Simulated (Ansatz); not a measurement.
Reaction (ligand exchange at the Si–N bond): `O[SiH2]N[Si](O)(F)F` + `C[NH][GeH3]` → `C[N]([GeH3])[SiH2]O` + `N[Si](O)(F)F`

Program: Ansatz. Geometries: PBE0-D4/def2-TZVP. ΔE: electronic, gas phase. CCSD(T)/CBS is the MP2 limit (def2-TZVPP, def2-QZVPP) plus CCSD(T) − MP2 in def2-TZVPP, frozen cores. DFT in def2-TZVPP. For Ge outer-core shells are correlated without core-valence functions, which leaves a few kJ/mol of doubt a bond. Scalar relativity is left out up to krypton. One conformer a species, not always the lowest.

```
             level  ΔE (eV)
           ωB97X-V    -0.01
               PBE    -0.02
            r2SCAN     0.00
     HF/def2-TZVPP     0.04
    MP2/def2-TZVPP    -0.07
SCS-MP2/def2-TZVPP    -0.05
     HF/def2-QZVPP     0.04
    CCSD/CBS(def2)    -0.03
```

Q: What does CCSD(T)/CBS give? (An estimate is asked.)

A: Ansatz gave: -0.04 eV. The listed levels differ from it by 0.03, 0.02, 0.04, 0.08, -0.03, -0.01, 0.08, 0.01 eV.

Largest T1 diagnostic among the species: 0.012.

In def2-TZVPP, CCSD(T) changes the Hartree–Fock value by −0.09 eV (the triples alone add −0.01 eV) and MP2 by −0.11 eV.
